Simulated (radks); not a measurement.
Values are calculated unless marked as measured or tabulated.
Removal energies from the zinc ion Zn5+, [Ar] 3d7, by Delta-SCF beside the eigenvalue of the level emptied. Code: a radial shooting solver on a logarithmic mesh with Libxc functionals. Model: scalar-relativistic Kohn-Sham, BLYP, spin-polarised, spherical densities, finite nucleus; Fermi nuclear charge, rms radius of each element as measured or else 0.836 A^(1/3) + 0.57 fm. Open shells are filled with parallel spins first.

3d: final configuration [Ar] 3d6; Delta-SCF (eV) 108.82; -eigenvalue (eV) 95.968
3p: final configuration [Ne] 3s2 3p5 3d7; Delta-SCF (eV) 184.93; -eigenvalue (eV) 171.62
3s: final configuration [Ne] 3s1 3p6 3d7; Delta-SCF (eV) 231.56; -eigenvalue (eV) 218.03
2p: final configuration [He] 2s2 2p5 3s2 3p6 3d7; Delta-SCF (eV) 1137.3; -eigenvalue (eV) 1100.3
